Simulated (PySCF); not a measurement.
A geometry optimisation on `CNB(C)C`.

Method: PBE0-D3(BJ)/def2-SVP geometry optimisation, gas phase (PySCF 2.14.0). Start geometry: GFN2-xTB. A driver script takes a list of jobs; this job's settings line and coordinates (Å) are shown.

Input:
```
{"job": {"xc": "PBE0", "basis": "def2-SVP", "d3": "d3bj", "grid": 1, "kind": "geom"}, "charge": 0, "multiplicity": 1}
C      2.069495     0.305245     0.032894
N      0.893545    -0.514179     0.214317
B     -0.437603    -0.181407     0.025822
C     -0.855300     1.277242    -0.457253
C     -1.548045    -1.285082     0.305109
H      2.623454     0.404290     0.971194
H      1.774767     1.295415    -0.302704
H      2.738118    -0.132382    -0.714481
H      1.131972    -1.446407     0.523244
H     -0.536240     2.039768     0.252097
H     -1.930853     1.380020    -0.575643
H     -0.400749     1.529007    -1.414430
H     -2.150877    -1.466982    -0.583081
H     -2.238165    -0.954099     1.079367
H     -1.137934    -2.242458     0.621637
```

Output:
```
step   0  E = -199.61226331  max force = 0.017105
step   1  E = -199.61379163  max force = 0.002463
step   2  E = -199.61381299  max force = 0.000671
step   3  E = -199.61381468  max force = 0.000436
optimisation converged
```

Energies in Eh; «max force» is the largest Cartesian gradient component in Eh/bohr.

Task: Give the first gradient maximum in eV/Å.

Result: With 1 Eh/bohr = 51.422 eV/Å, 0.880 eV/Å.

Task: How much energy does the optimisation release, in kJ/mol?

Result: E(step 0) − E(last step) = 0.001551 Eh, which is 4.1 kJ/mol.

Summary of the converged run: final energy -199.61381 Eh after 3 steps; dipole 1.44 D.

Task: Give the final coordinates.

Result: 0.019 Å rms from the input after alignment:
```
atom  x, y, z in Å
C1     1.9893    0.4215    0.0419
N2     0.8283   -0.4081    0.2292
B3    -0.5244   -0.0845    0.0400
C4    -0.9437    1.3690   -0.4432
C5    -1.6206   -1.1922    0.3197
H6     2.5656    0.5490    0.9751
H7     1.6867    1.4208   -0.2966
H8     2.6775    0.0097   -0.7170
H9     1.0459   -1.3485    0.5392
H10   -0.6163    2.1421    0.2731
H11   -2.0321    1.4738   -0.5632
H12   -0.4795    1.6263   -1.4106
H13   -2.2312   -1.3606   -0.5841
H14   -2.3264   -0.8412    1.0923
H15   -1.2198   -2.1658    0.6445
```

The run took about 40 s of CPU time (one thread, shared machine).
Labels such as C1 count atoms from 1, the log's own numbers from 0.
